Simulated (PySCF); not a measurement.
Symmetry of computed structures. Level of theory: PBE0/pcSseg-1 in PySCF (dipole) on a GFN2-xTB geometry, gas phase. The symmetry is that of the one conformer found, every atom within 0.08 Å of its image; none is proved a minimum here.

Question: Point group, rotor type and polarity of `[CH2:1]=[C:2]([CH2:3][CH:4]([F:5])[F:6])[C@H:7]([F:8])[C:9]#[N:10]` with C1–C2–C3–C4 -94°, C2–C3–C4–F5 175°, C1–C2–C7–F8 8°?

Answer: C1; asymmetric top; symmetry number 1; this conformer is chiral (no improper operation); dipole 3.69 D; A, B, C = 1972, 789.2, 714.1 MHz.

Question: `[F:1][C:2]([F:3])([F:4])[CH2:5][n:6]1[cH:7][cH:8][cH:9][cH:10]1` with C2–C5–N6–C7 88°: symmetry, top, dipole?

Answer: Cs; near-prolate asymmetric top; symmetry number 1; 2 operations, which sort the 16 atoms into 10 sets; dipole 2.02 D, in the ac plane, which is the mirror; heavy atoms equivalent by symmetry: F1/F4, C7/C10, C8/C9.

Question: What symmetry has `[CH3:1][O:2][C:3](=[O:4])[c:5]1[cH:6][cH:7][cH:8][cH:9][p:10]1` with C1–O2–C3–O4 0°, O2–C3–C5–C6 180°, H–C1–O2–C3 -60° (nearest H)?

Answer: Cs; asymmetric top; symmetry number 1; 2 operations, which sort the 17 atoms into 16 sets; dipole 1.39 D, in the ab plane, which is the mirror; A, B, C = 2618, 815.1, 624.0 MHz.

Question: What symmetry has `[CH3:1][Si:2]([CH3:3])([CH3:4])[O:5][c:6]1[cH:7][cH:8][s:9][cH:10]1` with Si2–O5–C6–C7 0°?

Answer: Cs; near-prolate asymmetric top; symmetry number 1; 2 operations, which sort the 22 atoms into 17 sets; dipole 1.66 D, in the ab plane, which is the mirror; heavy atoms equivalent by symmetry: C1/C3.
